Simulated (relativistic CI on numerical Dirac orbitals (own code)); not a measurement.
## Line list: Electric-dipole lines, Ge³⁺

Method of calculation: Dirac-Coulomb-Breit CI, orbitals from a KLI potential per configuration, model QED, valence Slater integrals scaled by 0.85, configuration energies shifted to the measured levels that pair with them (semi-empirical) (own radial code, finite nucleus).

Configuration list (outside the closed core [Ar]): 3d¹⁰4s, 3d¹⁰4p, 3d¹⁰4d, 3d¹⁰5s, 3d¹⁰5p, 3d¹⁰4f, 3d⁹4s², 3d¹⁰5d, 3d¹⁰6s, 3d⁹4s4p, 3d¹⁰6p, 3d¹⁰5f, 3d¹⁰6d, 3d¹⁰7s, 3d¹⁰7p, 3d¹⁰6f, 3d¹⁰8s, 3d¹⁰9s, 3d⁹4p², 3d⁸4s4p², 3d⁹4p4d, 3d⁹4s4d. Levels of other configurations are missing.

| λ vac (Å) | Lower | Upper | A (s⁻¹) | E lower (cm⁻¹) | E upper (cm⁻¹) |
| --- | --- | --- | --- | --- | --- |
| 312.32 | 3d¹⁰4s ²S1/2 [1] | 3d⁹4s4p ²P°3/2 [44] | 4.83e+09 | 0 | 320183 |
| 341.12 | 3d¹⁰4s ²S1/2 [1] | 3d⁹4s4p ²P°1/2 [32] | 5.18e+09 | 0 | 293150 |
| 341.37 | 3d¹⁰4s ²S1/2 [1] | 3d⁹4s4p ²P°3/2 [31] | 6.67e+09 | 0 | 292941 |
| 848.57 | 3d¹⁰4p ²P°1/2 [2] | 3d¹⁰5s ²S1/2 [6] | 1.30e+09 | 81418 | 199264 |
| 867.54 | 3d¹⁰4p ²P°3/2 [3] | 3d¹⁰5s ²S1/2 [6] | 2.61e+09 | 83995 | 199264 |
| 915.87 | 3d¹⁰4p ²P°1/2 [2] | 3d¹⁰4d ²D3/2 [4] | 4.35e+09 | 81418 | 190604 |
| 934.89 | 3d¹⁰4d ²D3/2 [4] | 3d¹⁰5f ²F°5/2 [36] | 4.18e+08 | 190604 | 297567 |
| 935.85 | 3d¹⁰4p ²P°3/2 [3] | 3d¹⁰4d ²D5/2 [5] | 5.02e+09 | 83995 | 190850 |
| 937.09 | 3d¹⁰4d ²D5/2 [5] | 3d¹⁰5f ²F°7/2 [35] | 4.37e+08 | 190850 | 297564 |
| 938.01 | 3d¹⁰4p ²P°3/2 [3] | 3d¹⁰4d ²D3/2 [4] | 8.32e+08 | 83995 | 190604 |
| 1190.5 | 3d¹⁰4s ²S1/2 [1] | 3d¹⁰4p ²P°3/2 [3] | 1.51e+09 | 0 | 83995 |
| 1228.2 | 3d¹⁰4s ²S1/2 [1] | 3d¹⁰4p ²P°1/2 [2] | 1.37e+09 | 0 | 81418 |
| 1494.9 | 3d¹⁰4d ²D3/2 [4] | 3d¹⁰4f ²F°5/2 [10] | 2.43e+09 | 190604 | 257497 |
| 1500.5 | 3d¹⁰4d ²D5/2 [5] | 3d¹⁰4f ²F°5/2 [10] | 1.72e+08 | 190850 | 257497 |
| 1500.6 | 3d¹⁰4d ²D5/2 [5] | 3d¹⁰4f ²F°7/2 [9] | 2.58e+09 | 190850 | 257491 |
| 1883.4 | 3d¹⁰5d ²D5/2 [13] | 3d⁹4s4p ²F°7/2 [45] | 1.13e+08 | 267516 | 320612 |
| 2267.1 | 3d¹⁰5p ²P°1/2 [7] | 3d¹⁰6s ²S1/2 [15] | 3.29e+08 | 226493 | 270603 |
| 2312.3 | 3d¹⁰5p ²P°3/2 [8] | 3d¹⁰6s ²S1/2 [15] | 6.59e+08 | 227357 | 270603 |
| 2437.7 | 3d¹⁰5p ²P°1/2 [7] | 3d¹⁰5d ²D3/2 [14] | 7.09e+08 | 226493 | 267516 |
| 2490.1 | 3d¹⁰5p ²P°3/2 [8] | 3d¹⁰5d ²D3/2 [14] | 1.37e+08 | 227357 | 267516 |
| 2490.1 | 3d¹⁰5p ²P°3/2 [8] | 3d¹⁰5d ²D5/2 [13] | 8.67e+08 | 227357 | 267516 |
| 2739.2 | 3d¹⁰4d ²D5/2 [5] | 3d¹⁰5p ²P°3/2 [8] | 2.99e+08 | 190850 | 227357 |
| 2786.3 | 3d¹⁰4d ²D3/2 [4] | 3d¹⁰5p ²P°1/2 [7] | 3.24e+08 | 190604 | 226493 |
| 3327.9 | 3d¹⁰5d ²D5/2 [13] | 3d¹⁰5f ²F°7/2 [35] | 5.87e+08 | 267516 | 297564 |
| 3559.5 | 3d¹⁰5s ²S1/2 [6] | 3d¹⁰5p ²P°3/2 [8] | 2.42e+08 | 199264 | 227357 |
| 3672.5 | 3d¹⁰5s ²S1/2 [6] | 3d¹⁰5p ²P°1/2 [7] | 2.22e+08 | 199264 | 226493 |
| 4623.0 | 3d¹⁰6p ²P°1/2 [18] | 3d¹⁰7s ²S1/2 [39] | 1.11e+08 | 283037 | 304668 |
| 4713.6 | 3d¹⁰6p ²P°3/2 [20] | 3d¹⁰7s ²S1/2 [39] | 2.22e+08 | 283452 | 304668 |
| 4981.8 | 3d¹⁰6p ²P°1/2 [18] | 3d¹⁰6d ²D3/2 [37] | 2.13e+08 | 283037 | 303110 |
| 5073.0 | 3d¹⁰6p ²P°3/2 [20] | 3d¹⁰6d ²D5/2 [38] | 2.49e+08 | 283452 | 303165 |
| 5087.2 | 3d¹⁰6p ²P°3/2 [20] | 3d¹⁰6d ²D3/2 [37] | 4.13e+07 | 283452 | 303110 |
| 6112.4 | 3d¹⁰6d ²D3/2 [37] | 3d¹⁰6f ²F°5/2 [43] | 1.83e+08 | 303110 | 319470 |
| 6274.8 | 3d¹⁰5d ²D5/2 [13] | 3d¹⁰6p ²P°3/2 [20] | 1.05e+08 | 267516 | 283452 |
| 6282.1 | 3d¹⁰6d ²D5/2 [38] | 3d¹⁰6f ²F°7/2 [42] | 1.33e+08 | 303165 | 319083 |
| 6443.1 | 3d¹⁰5d ²D3/2 [14] | 3d¹⁰6p ²P°1/2 [18] | 1.05e+08 | 267516 | 283037 |
| 7782.7 | 3d¹⁰6s ²S1/2 [15] | 3d¹⁰6p ²P°3/2 [20] | 6.52e+07 | 270603 | 283452 |
| 8042.9 | 3d¹⁰6s ²S1/2 [15] | 3d¹⁰6p ²P°1/2 [18] | 5.95e+07 | 270603 | 283037 |
| 8268.1 | 3d¹⁰7p ²P°3/2 [41] | 3d¹⁰8s ²S1/2 [47] | 9.44e+07 | 311511 | 323605 |
| 9975.4 | 3d¹⁰4f ²F°7/2 [9] | 3d¹⁰5d ²D5/2 [13] | 1.29e+07 | 257491 | 267516 |
| 9980.9 | 3d¹⁰4f ²F°5/2 [10] | 3d¹⁰5d ²D3/2 [14] | 1.29e+07 | 257497 | 267516 |
| 11981.4 | 3d¹⁰6d ²D5/2 [38] | 3d¹⁰7p ²P°3/2 [41] | 4.10e+07 | 303165 | 311511 |
| 12190.0 | 3d¹⁰6d ²D3/2 [37] | 3d¹⁰7p ²P°1/2 [40] | 4.40e+07 | 303110 | 311313 |
| 14612.9 | 3d¹⁰7s ²S1/2 [39] | 3d¹⁰7p ²P°3/2 [41] | 2.21e+07 | 304668 | 311511 |
| 15047.7 | 3d¹⁰7s ²S1/2 [39] | 3d¹⁰7p ²P°1/2 [40] | 2.05e+07 | 304668 | 311313 |
| 17855.8 | 3d¹⁰5f ²F°7/2 [35] | 3d¹⁰6d ²D5/2 [38] | 8.39e+06 | 297564 | 303165 |

Terms are leading LS components. Brackets give the number of a level in order of energy, since labels repeat. The list gives strong lines, with weight on those to low levels, without configurations that were not tied to measured data, without lines whose two gauges differ by over a factor of 2.5, among the lowest 51 of 420 levels, so that lines to higher ones, which can be the strongest, are missing, and without lines across small gaps between configurations, and without 84 lines that miss the measured interval by over 3.5 %, start from a term whose rates miss tabulated ones by over 60 %, have gauges far apart or, lacking measured levels, span too small a gap for the errors found; lines with a level outside our table were not tested and can miss by more. Levels whose partners in the same complex of configurations lie outside the list can be far off, and so can their lines. Rates are taken at the computed energies, electric ones in the length gauge.

Configurations whose levels could be paired with our table of measured levels were shifted onto them, all but the ground configuration, by the median error of their levels; single terms can still be off by 1,000 to 2,000 cm⁻¹ or more, and rates follow the energies as ν³ (E1, M1) or ν⁵ (E2). The others borrow a shift and can be off by several thousand cm⁻¹ or more. The fine structure of a lone outer electron comes out too small, for d and f at times inverted, and misplaced configurations move strength between like terms. 29 of the 34 excited levels that our extract of the measured tables holds in this range could be paired (the sources list more); they are missed by 101 cm⁻¹ on average and 1795 at most, after the shifts were fitted to these levels, and levels without a partner can miss by more.

LS names give the leading component of a level, which can be under half, so a name can repeat, a term be missing and a line seem to break the LS rules.
